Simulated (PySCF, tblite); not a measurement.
Isomers of C8H13ClO, one GFN2-xTB conformer each. Single-point energies are computed at PBE0/pcSseg-1 (PySCF, gas phase, no added dispersion term), electronic only.

Problem. Rank them by PBE0/pcSseg-1 energy, lowest first (kcal/mol).
A. `[CH3:1][CH:2]([CH3:3])[C@@:4]1([CH3:5])[CH2:6][C@@H:7]1[C:8](=[O:9])[Cl:10]` with C1–C2–C4–C5 63°, C6–C7–C8–O9 -20°
B. `[CH3:1][CH2:2][C@@H:3]1[CH2:4][CH2:5][CH2:6][C@@H:7]1[C:8](=[O:9])[Cl:10]` with C1–C2–C3–C4 -173°, C6–C7–C8–O9 -42°, C2–C3–C4–C5 -158°, C3–C4–C5–C6 11°, C4–C5–C6–C7 15°, C5–C6–C7–C8 83°

Solution. B (0.0), A (13.7).

As drawn, the higher has a three-membered ring and a quaternary carbon, which the lower lacks. GFN2-xTB itself gives, in the same order: 0.0, 15.6. Both levels put the same isomer lowest.

Problem. Which frontier levels, dipoles and rotational constants go with these structures?

Solution. 
```csv
SMILES,"HOMO (eV, PBE0/pcSseg-1)",LUMO (eV),dipole (D),"A, B, C (MHz)"
CC[C@@H]1CCC[C@@H]1C(=O)Cl,-8.31,-1.02,3.05,"1394, 1030, 722.7"
CC(C)[C@@]1(C)C[C@@H]1C(=O)Cl,-8.23,-0.95,3.87,"2001, 662.4, 586.7"
```

Problem. What happens when harmonic zero-point energies from GFN2-xTB frequencies are added?

Solution. 
```csv
SMILES,ZPE (kcal/mol),electronic (kcal/mol),with ZPE (kcal/mol)
CC[C@@H]1CCC[C@@H]1C(=O)Cl,122.5,0.0,0.0
CC(C)[C@@]1(C)C[C@@H]1C(=O)Cl,120.6,13.7,11.8
```

The zero-point energies span 1.9 kcal/mol. The order is unchanged.
